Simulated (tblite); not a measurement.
A geometry optimisation, step by step.

Species: C2H8N3Si3 (charge -1).
Bonds: N1–C2 (triple), C2–Si3, Si3–N4, N4–C5, C5–Si6, Si6–N7, N7–Si8, N4–Si8. Hydrogens: H9, H10 on Si3; H11, H12 on C5; H13, H14 on Si6; H15, H16 on Si8.
Bond orders are those of one Lewis drawing.

Computed with GFN2-xTB (tblite), gas phase: L-BFGS steps from a force-field or distance-geometry start until the largest atomic force falls under 0.01 eV/Å. 10 of its 187 geometries are shown.

Step 0: E = -613.0498 eV, largest atomic force 4.711 eV/Å
```
atom  x, y, z in Å  |  force x, y, z in eV/Å
N1      3.790   -0.452   -1.151   -1.917   0.857   1.422
C2      2.942   -0.031   -0.460    1.882  -0.660  -1.138
Si3     1.677    0.645    0.762   -0.413  -0.200   0.949
N4      0.052    0.259    0.432    1.612  -1.425   1.581
C5     -0.564   -1.066    0.643   -0.113   0.597  -0.605
Si6    -2.236   -0.911   -0.242   -0.871   2.727  -1.411
N7     -2.231    0.719   -0.948    2.090  -1.635   1.317
Si8    -0.544    1.225   -0.823   -4.287   0.435  -1.904
H9      1.852    2.112    0.955    0.083  -0.368  -0.353
H10     1.959    0.079    2.108    0.263  -0.151  -0.240
H11     0.015   -1.869    0.163    0.155   0.194   0.275
H12    -0.701   -1.296    1.700    0.415   0.131   0.087
H13    -3.375   -1.039    0.719    0.264  -0.246  -0.097
H14    -2.357   -1.921   -1.326    0.032  -0.271   0.299
H15    -0.462    2.666   -0.483    0.302  -0.203  -0.028
H16     0.174    0.890   -2.061    0.503   0.218  -0.154
```

Step 21: E = -613.8374 eV, largest atomic force 0.137 eV/Å
```
atom  x, y, z in Å  |  force x, y, z in eV/Å
N1      3.763   -0.430   -1.098    0.053  -0.052  -0.006
C2      3.012   -0.064   -0.308   -0.032   0.067   0.094
Si3     1.680    0.571    0.868   -0.029   0.013  -0.059
N4      0.124    0.271    0.297   -0.025  -0.081   0.040
C5     -0.567   -0.981    0.577   -0.024  -0.028  -0.055
Si6    -2.290   -0.862   -0.261   -0.031  -0.115  -0.010
N7     -2.260    0.674   -0.960   -0.077  -0.090  -0.002
Si8    -0.689    1.274   -0.950   -0.006  -0.049   0.059
H9      1.928    2.018    0.944    0.051  -0.020   0.005
H10     2.002   -0.078    2.157   -0.036  -0.017  -0.063
H11    -0.008   -1.829    0.157    0.053   0.030  -0.014
H12    -0.614   -1.161    1.661    0.020   0.119  -0.064
H13    -3.355   -1.130    0.747    0.069   0.103  -0.014
H14    -2.385   -2.066   -1.156    0.020   0.114   0.051
H15    -0.508    2.677   -0.519   -0.020  -0.011   0.033
H16     0.158    1.123   -2.165    0.013   0.018   0.007
```

Step 41: E = -613.8654 eV, largest atomic force 0.066 eV/Å
```
atom  x, y, z in Å  |  force x, y, z in eV/Å
N1      3.879   -0.503   -0.969    0.023  -0.005  -0.010
C2      3.067   -0.084   -0.272    0.040  -0.031  -0.013
Si3     1.678    0.565    0.821   -0.038  -0.001  -0.006
N4      0.133    0.284    0.219   -0.036  -0.036  -0.023
C5     -0.544   -0.965    0.534   -0.027  -0.032   0.002
Si6    -2.286   -0.882   -0.259    0.039   0.015   0.051
N7     -2.273    0.606   -1.052    0.007  -0.026  -0.004
Si8    -0.740    1.293   -0.973   -0.030  -0.011   0.002
H9      1.981    1.993    0.957    0.011   0.052  -0.007
H10     1.912   -0.158    2.086    0.026   0.015   0.048
H11     0.029   -1.818    0.144   -0.006   0.025  -0.013
H12    -0.581   -1.093    1.624   -0.003  -0.017  -0.021
H13    -3.284   -1.047    0.829   -0.037   0.018   0.024
H14    -2.439   -2.118   -1.073   -0.005  -0.028  -0.038
H15    -0.649    2.669   -0.434    0.018   0.030  -0.003
H16     0.110    1.268   -2.193    0.020   0.033   0.011
```

Step 62: E = -613.8765 eV, largest atomic force 0.058 eV/Å
```
atom  x, y, z in Å  |  force x, y, z in eV/Å
N1      3.980   -0.571   -0.840    0.033  -0.037  -0.029
C2      3.115   -0.144   -0.216   -0.049   0.010   0.028
Si3     1.680    0.568    0.780   -0.026   0.008   0.027
N4      0.138    0.256    0.183   -0.008   0.015  -0.015
C5     -0.534   -1.000    0.483    0.020   0.011  -0.004
Si6    -2.300   -0.890   -0.253    0.007   0.018   0.055
N7     -2.252    0.546   -1.133   -0.008  -0.019   0.000
Si8    -0.763    1.306   -0.956   -0.016   0.000   0.022
H9      1.979    2.006    0.797   -0.006  -0.007  -0.002
H10     1.908   -0.037    2.112   -0.005   0.013  -0.007
H11     0.023   -1.839    0.044    0.001  -0.003  -0.012
H12    -0.531   -1.165    1.569   -0.007  -0.010  -0.001
H13    -3.269   -0.954    0.882    0.037  -0.004  -0.019
H14    -2.545   -2.150   -1.005    0.001  -0.009  -0.021
H15    -0.748    2.643   -0.310    0.017   0.011   0.003
H16     0.109    1.433   -2.149    0.011   0.002  -0.024
```

Step 83: E = -613.8857 eV, largest atomic force 0.165 eV/Å
```
atom  x, y, z in Å  |  force x, y, z in eV/Å
N1      3.889   -0.811   -0.687    0.130  -0.073  -0.070
C2      3.077   -0.244   -0.105   -0.118   0.060   0.082
Si3     1.664    0.625    0.789   -0.022  -0.005  -0.011
N4      0.149    0.281    0.145    0.002  -0.012  -0.010
C5     -0.464   -1.017    0.389   -0.019   0.006   0.019
Si6    -2.268   -0.903   -0.237   -0.002  -0.012  -0.043
N7     -2.265    0.532   -1.121   -0.022   0.022  -0.002
Si8    -0.801    1.339   -0.944    0.020  -0.010  -0.011
H9      1.989    2.053    0.683    0.008  -0.032   0.000
H10     1.829    0.138    2.179    0.011   0.020  -0.004
H11     0.098   -1.806   -0.132   -0.015   0.041  -0.019
H12    -0.407   -1.259    1.458    0.038   0.009   0.014
H13    -3.144   -0.970    0.967   -0.019  -0.006   0.024
H14    -2.592   -2.143   -0.989    0.026  -0.012  -0.006
H15    -0.793    2.650   -0.249   -0.005   0.030   0.015
H16     0.032    1.543   -2.158   -0.013  -0.025   0.022
```

Step 103: E = -613.8932 eV, largest atomic force 0.033 eV/Å
```
atom  x, y, z in Å  |  force x, y, z in eV/Å
N1      3.843   -1.021   -0.479    0.025  -0.021   0.000
C2      3.038   -0.369    0.017   -0.001   0.013  -0.002
Si3     1.656    0.661    0.776   -0.006  -0.009   0.004
N4      0.146    0.320    0.120    0.003   0.000  -0.013
C5     -0.415   -1.010    0.306   -0.001   0.000  -0.007
Si6    -2.251   -0.912   -0.218    0.006  -0.002  -0.012
N7     -2.319    0.557   -1.044    0.000   0.007   0.007
Si8    -0.857    1.379   -0.916   -0.010   0.009   0.019
H9      2.058    2.048    0.531    0.004   0.017  -0.001
H10     1.778    0.318    2.214    0.001   0.009   0.002
H11     0.131   -1.727   -0.324   -0.001  -0.021   0.012
H12    -0.270   -1.339    1.342   -0.002   0.017   0.007
H13    -3.072   -1.036    1.020   -0.006  -0.014   0.005
H14    -2.559   -2.142   -0.993   -0.013   0.000  -0.016
H15    -0.852    2.686   -0.211    0.010   0.000   0.005
H16    -0.062    1.598   -2.151   -0.010  -0.004  -0.009
```

Step 124: E = -613.9015 eV, largest atomic force 0.032 eV/Å
```
atom  x, y, z in Å  |  force x, y, z in eV/Å
N1      3.854   -1.209   -0.187   -0.027   0.013   0.012
C2      3.034   -0.480    0.155    0.015  -0.009  -0.019
Si3     1.666    0.691    0.707    0.008   0.003   0.006
N4      0.181    0.310    0.015    0.001  -0.001  -0.004
C5     -0.381   -1.015    0.237    0.007   0.004   0.002
Si6    -2.239   -0.924   -0.210    0.010  -0.012  -0.010
N7     -2.399    0.636   -0.829   -0.017   0.011  -0.017
Si8    -0.914    1.423   -0.858   -0.003   0.015   0.017
H9      2.134    2.019    0.299    0.001  -0.008  -0.002
H10     1.741    0.546    2.184   -0.003   0.007  -0.009
H11     0.150   -1.743   -0.393   -0.002  -0.002   0.015
H12    -0.213   -1.328    1.276    0.005   0.000  -0.013
H13    -3.017   -1.232    1.021   -0.010  -0.005   0.003
H14    -2.529   -2.059   -1.129   -0.001  -0.006   0.007
H15    -0.823    2.715   -0.132    0.006  -0.009  -0.002
H16    -0.252    1.659   -2.168    0.008   0.000   0.012
```

Step 145: E = -613.9031 eV, largest atomic force 0.028 eV/Å
```
atom  x, y, z in Å  |  force x, y, z in eV/Å
N1      3.786   -1.353    0.029   -0.009   0.003  -0.002
C2      2.991   -0.556    0.259    0.005  -0.009   0.003
Si3     1.672    0.726    0.650   -0.001  -0.026  -0.009
N4      0.198    0.309   -0.042   -0.005  -0.003  -0.002
C5     -0.349   -1.024    0.177   -0.003  -0.001   0.002
Si6    -2.221   -0.942   -0.213    0.000  -0.010   0.011
N7     -2.416    0.632   -0.787   -0.008   0.001  -0.021
Si8    -0.948    1.448   -0.811    0.003   0.002   0.019
H9      2.202    1.978    0.103    0.003   0.015  -0.004
H10     1.727    0.757    2.135    0.007   0.002   0.009
H11     0.169   -1.736   -0.480    0.007   0.000   0.008
H12    -0.151   -1.354    1.204    0.002   0.004   0.000
H13    -2.960   -1.287    1.035    0.005  -0.002  -0.010
H14    -2.533   -2.060   -1.145    0.006   0.010   0.002
H15    -0.853    2.694   -0.008   -0.005   0.010  -0.004
H16    -0.319    1.776   -2.116   -0.006   0.002  -0.002
```

Step 165: E = -613.9067 eV, largest atomic force 0.053 eV/Å
```
atom  x, y, z in Å  |  force x, y, z in eV/Å
N1      3.667   -1.525    0.115   -0.034   0.039  -0.003
C2      2.929   -0.657    0.265    0.036  -0.038  -0.009
Si3     1.714    0.746    0.550   -0.033  -0.009   0.006
N4      0.193    0.331   -0.033   -0.027  -0.004  -0.003
C5     -0.350   -0.994    0.249    0.033   0.025   0.003
Si6    -2.189   -0.980   -0.276   -0.023   0.002   0.015
N7     -2.430    0.614   -0.773    0.014   0.024  -0.026
Si8    -0.991    1.480   -0.728    0.040   0.001   0.017
H9      2.271    1.897   -0.169    0.023   0.010   0.011
H10     1.857    0.947    2.019    0.003   0.013  -0.012
H11     0.239   -1.743   -0.297   -0.022  -0.004   0.027
H12    -0.237   -1.231    1.316    0.001  -0.004  -0.024
H13    -3.002   -1.416    0.892    0.002  -0.022   0.002
H14    -2.376   -2.059   -1.285    0.004   0.005   0.005
H15    -0.944    2.687    0.143   -0.008  -0.039   0.000
H16    -0.359    1.913   -2.000   -0.010  -0.001  -0.009
```

Step 186: E = -613.9097 eV, largest atomic force 0.009 eV/Å
```
atom  x, y, z in Å  |  force x, y, z in eV/Å
N1      3.633   -1.565    0.012    0.001  -0.001   0.000
C2      2.913   -0.689    0.194   -0.003   0.003   0.000
Si3     1.734    0.738    0.511    0.003  -0.001  -0.008
N4      0.187    0.336   -0.012    0.002   0.005  -0.002
C5     -0.377   -0.961    0.340   -0.003   0.006  -0.002
Si6    -2.172   -0.996   -0.322    0.002  -0.006   0.001
N7     -2.403    0.583   -0.867    0.002   0.002  -0.001
Si8    -0.993    1.484   -0.709    0.000  -0.007  -0.001
H9      2.289    1.872   -0.237    0.000  -0.001  -0.001
H10     1.938    0.966    1.968   -0.001  -0.001   0.009
H11     0.251   -1.756   -0.081    0.000   0.000   0.002
H12    -0.355   -1.098    1.430    0.000  -0.003   0.002
H13    -3.051   -1.448    0.792   -0.003   0.000   0.003
H14    -2.260   -2.091   -1.327    0.000   0.002  -0.002
H15    -1.014    2.641    0.228    0.001  -0.001  -0.003
H16    -0.329    1.994   -1.933   -0.002   0.003   0.003
```

Task: Summarise the path.

Result: The energy falls by 82.96 kJ/mol from step 0 to step 186; nine tenths of that is first reached at step 18. It rises by more than 0.2 meV at step 2. The largest force goes from 4.711 to 0.009 eV/Å. Among the bonds N4–Si8 changes most, from 1.692 to 1.788 Å; the atoms move by 0.777 Å rms after alignment.

Task: Follow the three bonds and two angles with the largest change from start to end.

Result: 
```tsv
step	E above end (kJ/mol)	largest force (eV/Å)	N4–Si8 (Å)	Si6–N7 (Å)	N7–Si8 (Å)	Si3–N4–Si8 (°)	N4–Si3–H10 (°)
0	82.96	4.711	1.692	1.777	1.765	110.5	105.6
8	12.70	0.247	1.789	1.687	1.681	119.7	114.2
16	8.78	0.148	1.787	1.686	1.682	121.4	115.5
24	6.12	0.132	1.795	1.687	1.684	124.5	113.8
32	4.81	0.082	1.790	1.686	1.682	126.3	112.1
40	4.34	0.063	1.788	1.686	1.681	126.3	111.8
49	3.77	0.094	1.791	1.686	1.682	125.8	112.5
57	3.36	0.078	1.791	1.685	1.680	125.2	113.1
65	3.14	0.034	1.790	1.686	1.681	125.4	112.6
73	2.87	0.080	1.789	1.686	1.681	125.3	112.9
81	2.43	0.106	1.791	1.686	1.681	126.0	113.1
89	2.05	0.045	1.790	1.686	1.681	126.3	114.2
97	1.74	0.082	1.789	1.687	1.681	127.5	114.0
105	1.52	0.054	1.790	1.687	1.682	127.4	113.8
113	1.12	0.075	1.789	1.688	1.682	127.3	114.6
121	0.85	0.070	1.789	1.686	1.681	126.9	115.5
129	0.76	0.018	1.789	1.686	1.681	126.5	115.7
137	0.69	0.052	1.789	1.687	1.681	126.1	115.9
146	0.63	0.024	1.788	1.687	1.680	125.5	116.8
154	0.58	0.015	1.789	1.687	1.680	125.4	117.1
162	0.42	0.060	1.790	1.686	1.680	125.3	117.2
170	0.14	0.109	1.789	1.687	1.680	124.7	117.7
178	0.02	0.024	1.788	1.687	1.680	124.9	117.8
186	0.00	0.009	1.788	1.687	1.680	125.1	117.9
```

The cost below is that of the whole relaxation. Time: 1.4 s of wall time. Hardware: one thread, Arm Neoverse V2 (aarch64), on a shared host.
